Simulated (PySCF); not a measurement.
Excitation energy of H by level of theory

H 1s1 (2S) → H 2p1 (2P), as a difference of total energies. Calculation: PySCF 2.14, in x2c-TZVPPall with one added diffuse shell each of s, p type (4s3p1d, 18 functions); the spin-free X2C one-electron Hamiltonian (Gaussian nucleus). The calculations carry no spin-orbit coupling.

```
method  excitation energy (eV)
   UHF                  11.358
   LDA                  10.523
   PBE                  10.755
  PBE0                  10.897
r2SCAN                  10.937
 M06-L                  10.701
 B3LYP                  10.860
 TPSSh                  10.865
  BP86                  10.647
```

The promoted electron is Rydberg-like, and one or two diffuse shells describe it only roughly, which tends to raise the upper state.

In the upper state the promoted electron has a positive orbital energy at LDA, so the basis confines it.

Question: Which method comes closest to the reference value, and which is furthest?

Answer: The reference is 10.199 eV (measured; NIST levels, between the centres of gravity of the two terms). Closest: LDA (error 0.324 eV); furthest: UHF (error 1.159 eV).
